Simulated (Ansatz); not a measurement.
`C[CH](C)[Sn][CH](C)C` at its PBE0-D4/def2-TZVP geometry, where that method's forces vanish. The species carries charge 0 and has multiplicity 1. Sn: def2 effective core potential.

```xyz
21

C     0.0956   -2.6470    0.1679
C    -0.5180   -1.6784   -0.8398
C     0.5288   -1.1092   -1.7792
Sn   -1.7255   -0.2139    0.3167
C    -0.2806    1.4624    0.2927
C     0.7901    1.1271    1.3260
C    -0.9417    2.7971    0.5915
H     0.8370   -2.1553    0.8072
H     0.6171   -3.4690   -0.3390
H    -0.6542   -3.0999    0.8251
H    -1.2620   -2.2318   -1.4262
H     1.2936   -0.5446   -1.2376
H     1.0499   -1.9069   -2.3257
H     0.0977   -0.4362   -2.5258
H     0.1836    1.4961   -0.6984
H     1.3493    0.2218    1.0721
H     0.3642    0.9823    2.3268
H     1.5205    1.9416    1.4192
H    -1.6852    3.0697   -0.1631
H    -0.2048    3.6103    0.6307
H    -1.4552    2.7840    1.5589
```

Problem. What forces (eV/Å) does ωB97M-V/def2-TZVPP give on these atoms in the Gaussian-basis code of Ansatz? (Best estimate.)

Solution. Computed: 
```
C1   0.105 -0.170  0.109
C2  -0.328  0.121  0.052
C3   0.169  0.050 -0.150
Sn4  0.155  0.017 -0.051
C5  -0.120 -0.242 -0.234
C6   0.174 -0.005  0.141
C7  -0.067  0.216  0.046
H8  -0.043 -0.019 -0.038
H9  -0.038  0.065  0.043
H10  0.050  0.033 -0.044
H11  0.070  0.024  0.033
H12 -0.046 -0.026 -0.018
H13 -0.040  0.059  0.046
H14  0.027 -0.036  0.052
H15 -0.015  0.019  0.073
H16 -0.037  0.044  0.012
H17  0.015  0.006 -0.061
H18 -0.055 -0.065 -0.004
H19  0.048 -0.021  0.052
H20 -0.057 -0.063  0.001
H21  0.033 -0.007 -0.058
```
